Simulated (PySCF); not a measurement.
PySCF 2.14 output of an unrestricted r2SCAN calculation on a single atom or ion in x2c-TZVPPall (11s7p7d4f2g, 113 functions), with scalar relativity by spin-free X2C-1e:

```
SCF conv_tol = 1e-09
number electrons alpha = 35  beta = 31
    J. W. Furness, A. D. Kaplan, J. Ning, J. P. Perdew, and J. Sun.,  J. Phys. Chem. Lett. 11, 8208-8215 (2020)
    J. W. Furness, A. D. Kaplan, J. Ning, J. P. Perdew, and J. Sun.,  J. Phys. Chem. Lett. 11, 9248-9248 (2020)
    J. W. Furness, A. D. Kaplan, J. Ning, J. P. Perdew, and J. Sun.,  J. Phys. Chem. Lett. 11, 8208-8215 (2020)
    J. W. Furness, A. D. Kaplan, J. Ning, J. P. Perdew, and J. Sun.,  J. Phys. Chem. Lett. 11, 9248-9248 (2020)
cycle= 1 E= -12615.7464279222  delta_E= -0.0194  |g|= 0.396  |ddm|= 0.467
cycle= 2 E= -12615.7160095765  delta_E= 0.0304  |g|= 0.724  |ddm|= 0.41
cycle= 3 E= -12615.7604058201  delta_E= -0.0444  |g|= 0.013  |ddm|= 0.263
cycle= 4 E= -12615.760471465  delta_E= -6.56e-05  |g|= 0.00266  |ddm|= 0.0301
cycle= 5 E= -12615.760534624  delta_E= -6.32e-05  |g|= 0.00328  |ddm|= 0.0268
cycle= 6 E= -12615.7603963494  delta_E= 0.000138  |g|= 0.000706  |ddm|= 0.0966
cycle= 7 E= -12615.760396117  delta_E= 2.32e-07  |g|= 0.000215  |ddm|= 0.00663
cycle= 8 E= -12615.7603961283  delta_E= -1.13e-08  |g|= 2.18e-05  |ddm|= 0.00148
cycle= 9 E= -12615.7603961296  delta_E= -1.28e-09  |g|= 1.38e-05  |ddm|= 0.000331
cycle= 10 E= -12615.7603961322  delta_E= -2.55e-09  |g|= 1.8e-05  |ddm|= 0.000237
cycle= 11 E= -12615.7603961287  delta_E= 3.52e-09  |g|= 2.89e-06  |ddm|= 0.000424
cycle= 12 E= -12615.7603961286  delta_E= 6.18e-11  |g|= 6.16e-07  |ddm|= 7.98e-05
converged SCF energy = -12615.7603961286  <S^2> = 6.0038973  2S+1 = 5.0015587
```

The run itself started from symmetry-adapted Hartree-Fock orbitals and held the occupation by maximum overlap, on a logarithmic radial grid, so the iterations belong to that start.

Question: Which element, charge and spin multiplicity is this?

Answer: Ho⁺ (holmium, charge +1), multiplicity 5; the state was [Xe] 4f10 6s2, one real determinant (an excited configuration).

⟨L²⟩ = 34.01 against 42 for a pure I term, so this real determinant mixes terms. Spin-orbit coupling, absent here, splits the open shell strongly.
